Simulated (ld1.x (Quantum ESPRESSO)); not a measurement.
## u(r) = r·R(r): atom against pseudo-atom (hydrogen (H))

Columns: radius, all-electron u(r) and pseudo u(r) of the 1s shell (level -6.63 eV) of hydrogen in the configuration 1s1; BP86, scalar-relativistic, TM scheme, ld1.x (Quantum ESPRESSO) 7.5.

```json
{"r (bohr)": "0.038", "all-electron": "0.0703", "pseudo": "0.0616"}
{"r (bohr)": "0.075", "all-electron": "0.1336", "pseudo": "0.1209"}
{"r (bohr)": "0.113", "all-electron": "0.1936", "pseudo": "0.1802"}
{"r (bohr)": "0.150", "all-electron": "0.2474", "pseudo": "0.2356"}
{"r (bohr)": "0.188", "all-electron": "0.2983", "pseudo": "0.2896"}
{"r (bohr)": "0.225", "all-electron": "0.3437", "pseudo": "0.3386"}
{"r (bohr)": "0.263", "all-electron": "0.3864", "pseudo": "0.3849"}
{"r (bohr)": "0.300", "all-electron": "0.4244", "pseudo": "0.4258"}
{"r (bohr)": "0.338", "all-electron": "0.4600", "pseudo": "0.4634"}
{"r (bohr)": "0.375", "all-electron": "0.4915", "pseudo": "0.4958"}
{"r (bohr)": "0.413", "all-electron": "0.5208", "pseudo": "0.5252"}
{"r (bohr)": "0.450", "all-electron": "0.5465", "pseudo": "0.5504"}
{"r (bohr)": "0.488", "all-electron": "0.5703", "pseudo": "0.5732"}
{"r (bohr)": "0.525", "all-electron": "0.5911", "pseudo": "0.5930"}
{"r (bohr)": "0.563", "all-electron": "0.6101", "pseudo": "0.6111"}
{"r (bohr)": "0.600", "all-electron": "0.6265", "pseudo": "0.6269"}
{"r (bohr)": "0.638", "all-electron": "0.6413", "pseudo": "0.6414"}
{"r (bohr)": "0.675", "all-electron": "0.6539", "pseudo": "0.6539"}
{"r (bohr)": "0.713", "all-electron": "0.6651", "pseudo": "0.6651"}
{"r (bohr)": "0.750", "all-electron": "0.6743", "pseudo": "0.6743"}
{"r (bohr)": "0.788", "all-electron": "0.6823", "pseudo": "0.6823"}
{"r (bohr)": "0.825", "all-electron": "0.6888", "pseudo": "0.6888"}
{"r (bohr)": "0.863", "all-electron": "0.6940", "pseudo": "0.6940"}
{"r (bohr)": "0.900", "all-electron": "0.6980", "pseudo": "0.6980"}
{"r (bohr)": "0.938", "all-electron": "0.7009", "pseudo": "0.7009"}
{"r (bohr)": "0.975", "all-electron": "0.7027", "pseudo": "0.7027"}
```

(1) How many radial nodes do the two functions have?

(2) At about which radius was the pseudo-wave matched?

(3) Is the pseudo-wave norm-conserving?

## Answers

(1) The all-electron 1s function has n − l − 1 = 0; the pseudo-wave has 0.

(2) 0.75 bohr. The columns agree to 0.0005 from 0.60 bohr on; several derivatives are matched, so the curves merge somewhat inside the radius.

(3) Yes: the TM scheme keeps the norm inside the radius equal to the all-electron one, which fixes the energy derivative of the logarithmic derivative at the level.
